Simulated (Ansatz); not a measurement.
GeH₅, that is [GeH5]- with one electron fewer. The state is a doublet with charge 0. Geometry PBE0-D4/def2-TZVPD, that of the charge -1 singlet; atoms count from 1.

```xyz
6

Ge    0.0001    0.0000    0.0000
H    -1.2104    0.3663   -1.1758
H     1.2103   -0.3658    1.1762
H    -1.0249   -0.9345    0.7644
H     0.1017    1.5359    0.3725
H     0.9233   -0.6019   -1.1373
```

Estimate the Mulliken populations from the PBE0/def2-TZVPD orbitals of Ansatz.


```json
{"atom": "Ge1", "charge (e)": "-0.75", "spin (α − β)": "-0.26"}
{"atom": "H2", "charge (e)": "0.14", "spin (α − β)": "0.45"}
{"atom": "H3", "charge (e)": "0.14", "spin (α − β)": "0.45"}
{"atom": "H4", "charge (e)": "0.15", "spin (α − β)": "0.12"}
{"atom": "H5", "charge (e)": "0.15", "spin (α − β)": "0.12"}
{"atom": "H6", "charge (e)": "0.15", "spin (α − β)": "0.12"}
```
Mulliken values depend strongly on the basis. With diffuse functions, as here, like atoms can get unlike values, and bond orders can come out too low or too high.

Where does the spin sit?

Summed by element: Ge -0.26, H 1.26, of 1 unpaired in all. Largest on single atoms: H2 0.45, H3 0.45, Ge1 -0.26.
